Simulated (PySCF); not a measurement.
How methods differ on the excitation energy of Rh

Rh [Kr] 4d8 5s1 (4F) → Rh [Kr] 4d8 5p1 (high-spin determinant), as a difference of total energies. Calculation: PySCF 2.14, in aug-cc-pVTZ-PP with ECP28MDF; scalar relativity through the core potential. Correlated levels: valence: 4s2 4p6 frozen. The calculations carry no spin-orbit coupling.

```
           method  excitation energy (cm⁻¹)
              UHF                     24281
    MP2 (valence)                     28857
SCS-MP2 (valence)                     27881
   CCSD (valence)                     27886
CCSD(T) (valence)                     28083
```

The determinant of the upper state mixes LS terms, which raises its energy above the lowest term, most at the Hartree-Fock and MP2 levels.
